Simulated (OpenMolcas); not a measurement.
## 3d3 ions of rising charge with 6 fluoride ligands in octahedral coordination

```yaml
Program: OpenMolcas
Method: SS-CASPT2, IPEA 0.25 Eh, imaginary shift 0.1 Eh
Spin-orbit_coupling: RASSI with atomic mean-field integrals over the reference wave functions
```

The d shell is active; CASPT2 correlates the ligand valence shells and the outer metal core. Anionic complexes are neutralised by point charges behind the ligands. Distances were set from a Shannon-type radius of the metal (high-spin where two are listed) plus a fixed donor radius (F 1.31 Å). Ligand basis ANO-RCC-VDZP, DKH2 Hamiltonian. States (labels of O, the rotations of Oh). Energies in cm-1 above the lowest state or level, χT in cm3 K/mol. Spin-only χT is S(S+1) / 2 for the spin of the ground state.

```csv
Ion,Shell,R (Å),Metal basis,Outer charge (e at Å behind ligand),Ground state,First state of that spin,First gap with spin-orbit (degeneracies),χT at 300 K,First state of another spin,Spin-only χT
V2+,3d3,2.1,ANO-RCC-VTZP,0.67 at 2.4,4A2,4T2 9700,"9630 (4, 2)",1.851,2E 13050,1.875
Cr3+,3d3,1.93,ANO-RCC-VDZP,0.5 at 2.4,4A2,4T2 15050,"14930 (4, 4)",1.831,2E 15600,1.875
Mn4+,3d3,1.84,ANO-RCC-VDZP,0.33 at 3.2,4A2,4T2 25070,"14830 (4, 4)",1.838,2E 14850,1.875
```

The rows also differ in their metal basis and outer charges, so part of each step comes from that.

χT departs most from the spin-only value for Cr3+, by -0.044 cm3 K/mol.

Roots that are degenerate in the reference are averaged as groups; the widest CASPT2 spread within a group is 350 cm-1 (the 2-fold group of multiplicity 2 near 39900 cm-1 above the lowest state of its run, Mn4+). Shifts and gaps below about the spread of the groups concerned are not significant. Over all roots computed the reference weight is 0.70 to 0.71 in V2+, 0.71 to 0.72 in Cr3+, 0.67 to 0.69 in Mn4+; a low but even weight reflects the number of correlated electrons. Ligand-to-metal charge-transfer states are missing. With no ligand orbital active B as a rule stays too high, so bands that hang on it stand too high and its fall with covalency is understated. These CASPT2 states fit no ligand-field parameters well, so their order and spin gaps are uncertain (holds for V2+). With one d shell and no ligand orbital active, 10Dq can be off by tens of per cent for divalent 3d ions, low with halides held by bare charges and at times high in hosts (holds for V2+). Free-ion shares, where given, are those of the reference states; single-state CASPT2 does not remix them (holds for V2+). With one d shell and no ligand orbital active, 10Dq can be off by a tenth or more (holds for Cr3+; Mn4+). The least metal-like active orbital is 80 % on the metal (Löwdin) and no ligand orbital is active, so the numbers are rough (holds for Mn4+). No measured value stands beside these numbers; the geometry was imposed, not optimised, and the real ion may take another.
